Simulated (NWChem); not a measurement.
SnN3H7; SMILES [NH2][SnH]([NH2])[NH2]

```xyz
11

Sn     0.0260     0.0227    -0.2411
N      0.3726     1.9040     0.5577
N      1.3215    -1.4166     0.4693
N     -1.7776    -0.6968     0.4845
H      0.2868     0.1569    -1.9569
H     -0.0809     1.9978     1.4776
H     -0.0306     2.6394    -0.0399
H      2.2898    -1.1802     0.2115
H      1.2998    -1.4337     1.4988
H     -2.5731    -0.1733     0.0932
H     -1.9061    -1.6752     0.1880
```
Atoms are numbered in this order, from 1.

Results from NWChem. Medium grid unless said otherwise, to which SCAN and Minnesota functionals are sensitive. Structure relaxed at the PBE-D3(BJ)/def2-SVP level. No frequency run checked for a minimum. def2 effective core potentials on Sn; no spin-orbit coupling. Total energies of different functionals are on different scales.

| level | energy (Ha) | highest occupied level (eV) | orbital gap (eV) | dipole (D) |
|---|---|---|---|---|
| B3LYP/def2-SVP | -382.7009 | -6.64 | 6.46 | 1.48 |
| PBE/def2-SVP | -382.4191 | -5.44 | 4.64 | 1.37 |
| LC-BLYP (range parameter 0.33 per bohr)/def2-SVP | -381.9927 | -9.21 | 11.23 | 1.58 |
| M06-2X/def2-SVP | -382.4805 | -8.37 | 9.49 | 1.62 |
| HCTH/407/def2-SVP | -383.2212 | -5.62 | 4.64 | 1.39 |
| BLYP/def2-SVP | -382.5035 | -5.28 | 4.50 | 1.34 |
| LDA (Slater exchange, VWN5)/def2-SVP | -380.9120 | -5.54 | 4.58 | 1.43 |
| B97-2/def2-SVP | -382.8089 | -6.68 | … | 1.51 |

What belongs in the gaps?


- B97-2/def2-SVP, orbital gap (eV): 6.74
